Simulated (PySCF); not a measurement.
PySCF input (BP86/def2-SVP):

```python
from pyscf import gto, dft

mol = gto.M(
    atom='''
    N     1.34124600   -0.63112100    0.03977900
    B     0.02705800    0.00406300    0.00419300
    N    -1.17150600   -0.72202300    0.15891400
    O    -0.05513700    1.35339300   -0.26907400
    H     1.57586900   -1.09217500    0.91983700
    H    -2.06291200   -0.31699700   -0.07307600
    H    -1.20102400   -1.70756300    0.34658700
    H     0.80569000    1.74128500   -0.45257300
    ''',
    basis='def2-svp',
    charge=0,
    spin=1,
    verbose=4,
)

mf = dft.UKS(mol, xc='bp86')
mf.grids.level = 3
mf.conv_tol = 1e-9
mf.max_cycle = 100
mf.max_memory = 1500
mf.kernel()
if not mf.converged:
    mf = mf.newton()
    mf.kernel(mf.make_rdm1())
mo, _, stable, _ = mf.stability(return_status=True)
if not stable:
    mf.kernel(mf.make_rdm1(mo, mf.mo_occ))
    stable = mf.stability(return_status=True)[2]
mf.dip_moment()
```

Output:

```
PySCF version 2.14.0

[INPUT] verbose = 4
[INPUT] num. atoms = 8
[INPUT] num. electrons = 31
[INPUT] charge = 0
[INPUT] spin (= nelec alpha-beta = 2S) = 1
[INPUT] symmetry False subgroup None
[INPUT] Mole.unit = angstrom
[INPUT] Symbol           X                Y                Z      unit          X                Y                Z       unit  Magmom
[INPUT]  1 N      1.341246000000  -0.631121000000   0.039779000000 AA    2.534587605668  -1.192645841462   0.075171415509 Bohr   0.0
[INPUT]  2 B      0.027058000000   0.004063000000   0.004193000000 AA    0.051132209478   0.007677957244   0.007923621640 Bohr   0.0
[INPUT]  3 N     -1.171506000000  -0.722023000000   0.158914000000 AA   -2.213825493285  -1.364425725637   0.300303937359 Bohr   0.0
[INPUT]  4 O     -0.055137000000   1.353393000000  -0.269074000000 AA   -0.104193829330   2.557542108903  -0.508476167241 Bohr   0.0
[INPUT]  5 H      1.575869000000  -1.092175000000   0.919837000000 AA    2.977960818192  -2.063911630097   1.738240009242 Bohr   0.0
[INPUT]  6 H     -2.062912000000  -0.316997000000  -0.073076000000 AA   -3.898338699079  -0.599037512309  -0.138093626279 Bohr   0.0
[INPUT]  7 H     -1.201024000000  -1.707563000000   0.346587000000 AA   -2.269606429030  -3.226826410441   0.654954508335 Bohr   0.0
[INPUT]  8 H      0.805690000000   1.741285000000  -0.452573000000 AA    1.522533441301   3.290551754813  -0.855239021373 Bohr   0.0

nuclear repulsion = 108.106018999643
number of shells = 36
number of NR pGTOs = 124
number of NR cGTOs = 76
basis = def2-svp
ecp = {}

******** <class 'pyscf.dft.uks.UKS'> ********
method = UKS
initial guess = minao
damping factor = 0
level_shift factor = 0
DIIS = <class 'pyscf.scf.diis.CDIIS'>
diis_start_cycle = 1
diis_space = 8
diis_damp = 0
SCF conv_tol = 1e-09
SCF conv_tol_grad = None
SCF max_cycles = 100
direct_scf = True
direct_scf_tol = 1e-13
number electrons alpha = 16  beta = 15
XC library pyscf.dft.libxc version 7.1.2
    S. Lehtola, C. Steigemann, M. J. T. Oliveira, and M. A. L. Marques,  SoftwareX 7, 1–5 (2018)
XC functionals = bp86
    A. D. Becke,  Phys. Rev. A 38, 3098 (1988)
    J. P. Perdew,  Phys. Rev. B 33, 8822 (1986)
    J. P. Perdew,  Phys. Rev. B 34, 7406–7406 (1986)
radial grids:
    Treutler-Ahlrichs [JCP 102, 346 (1995); DOI:10.1063/1.469408] (M4) radial grids

becke partition: Becke, JCP 88, 2547 (1988); DOI:10.1063/1.454033
pruning grids: <function nwchem_prune>
grids dens level: 3
symmetrized grids: False
atomic radii adjust function: <function treutler_atomic_radii_adjust>
small_rho_cutoff = 0
Set gradient conv threshold to 3.16228e-05
tot grids = 95168
init E= -212.11830855879
  alpha nocc = 16  HOMO = -0.277915478989186  LUMO = -0.0255256353044544
  beta  nocc = 15  HOMO = -0.320741207540168  LUMO = -0.277915478989184

WARN: HOMO -0.277915478989186 >= LUMO -0.277915478989184

cycle= 1 E= -211.737610501885  delta_E= 0.381  |g|= 0.579  |ddm|= 2.09
  alpha nocc = 16  HOMO = -0.0775949612496971  LUMO = 0.0609118484558251
  beta  nocc = 15  HOMO = -0.082997463464324  LUMO = -0.0663530485716666
  HOMO = -0.0775949612497  LUMO = -0.0663530485717  gap/eV = 0.30591
cycle= 2 E= -211.028699607519  delta_E= 0.709  |g|= 1.33  |ddm|= 1.48
  alpha nocc = 16  HOMO = -0.153699053197455  LUMO = 0.0326780144375838
  beta  nocc = 15  HOMO = -0.143770175659064  LUMO = -0.0906862033275697
  HOMO = -0.143770175659  LUMO = -0.0906862033276  gap/eV = 1.44449
cycle= 3 E= -211.809694124981  delta_E= -0.781  |g|= 0.357  |ddm|= 1.24
  alpha nocc = 16  HOMO = -0.220668962122312  LUMO = 0.0327063856987717
  beta  nocc = 15  HOMO = -0.214886146285198  LUMO = -0.155724517605354
  HOMO = -0.214886146285  LUMO = -0.155724517605  gap/eV = 1.60987
cycle= 4 E= -211.872371148096  delta_E= -0.0627  |g|= 0.0505  |ddm|= 0.327
  alpha nocc = 16  HOMO = -0.222364629942781  LUMO = 0.0345370623760299
  beta  nocc = 15  HOMO = -0.216016608492938  LUMO = -0.151588792652305
  HOMO = -0.216016608493  LUMO = -0.151588792652  gap/eV = 1.75317
cycle= 5 E= -211.873416849685  delta_E= -0.00105  |g|= 0.0274  |ddm|= 0.0777
  alpha nocc = 16  HOMO = -0.219326677823902  LUMO = 0.0353695805526901
  beta  nocc = 15  HOMO = -0.214777571355881  LUMO = -0.150980903848806
  HOMO = -0.214777571356  LUMO = -0.150980903849  gap/eV = 1.73600
cycle= 6 E= -211.873721924688  delta_E= -0.000305  |g|= 0.0115  |ddm|= 0.0343
  alpha nocc = 16  HOMO = -0.22086385891419  LUMO = 0.0350110397802736
  beta  nocc = 15  HOMO = -0.214426194819584  LUMO = -0.149131204514668
  HOMO = -0.21442619482  LUMO = -0.149131204515  gap/eV = 1.77677
cycle= 7 E= -211.873768498495  delta_E= -4.66e-05  |g|= 0.00651  |ddm|= 0.015
  alpha nocc = 16  HOMO = -0.2204499521157  LUMO = 0.0350260410730563
  beta  nocc = 15  HOMO = -0.214482602959247  LUMO = -0.149467561305323
  HOMO = -0.214482602959  LUMO = -0.149467561305  gap/eV = 1.76915
cycle= 8 E= -211.873789433118  delta_E= -2.09e-05  |g|= 0.00102  |ddm|= 0.00652
  alpha nocc = 16  HOMO = -0.220462893297041  LUMO = 0.0350411944789024
  beta  nocc = 15  HOMO = -0.214496252879494  LUMO = -0.149369462102207
  HOMO = -0.214496252879  LUMO = -0.149369462102  gap/eV = 1.77219
cycle= 9 E= -211.873790058272  delta_E= -6.25e-07  |g|= 0.000265  |ddm|= 0.00136
  alpha nocc = 16  HOMO = -0.220468001218025  LUMO = 0.0350453887526947
  beta  nocc = 15  HOMO = -0.214503914167052  LUMO = -0.149360408906356
  HOMO = -0.214503914167  LUMO = -0.149360408906  gap/eV = 1.77265
cycle= 10 E= -211.873790081785  delta_E= -2.35e-08  |g|= 3.82e-05  |ddm|= 0.000306
  alpha nocc = 16  HOMO = -0.220471825199342  LUMO = 0.0350453598305487
  beta  nocc = 15  HOMO = -0.214501133656477  LUMO = -0.149360341526648
  HOMO = -0.214501133656  LUMO = -0.149360341527  gap/eV = 1.77257
cycle= 11 E= -211.873790082766  delta_E= -9.81e-10  |g|= 1.58e-05  |ddm|= 6.01e-05
  alpha nocc = 16  HOMO = -0.220473160028814  LUMO = 0.0350447660357367
  beta  nocc = 15  HOMO = -0.21450021615694  LUMO = -0.149359145483015
  HOMO = -0.214500216157  LUMO = -0.149359145483  gap/eV = 1.77258
Extra cycle  E= -211.873790082607  delta_E= 1.59e-10  |g|= 2.73e-05  |ddm|= 3.5e-05
converged SCF energy = -211.873790082607  <S^2> = 0.75246457  2S+1 = 2.0024631
uhf_internal: lowest eigs of H = [0.47321245 0.47847592 0.49267285]
<class 'pyscf.dft.uks.UKS'> wavefunction is stable in the internal stability analysis
Dipole moment(X, Y, Z, Debye): -0.68492, -0.87234,  0.99455
```

The geometry given is a B3LYP-D3(BJ)/def2-TZVP minimum.
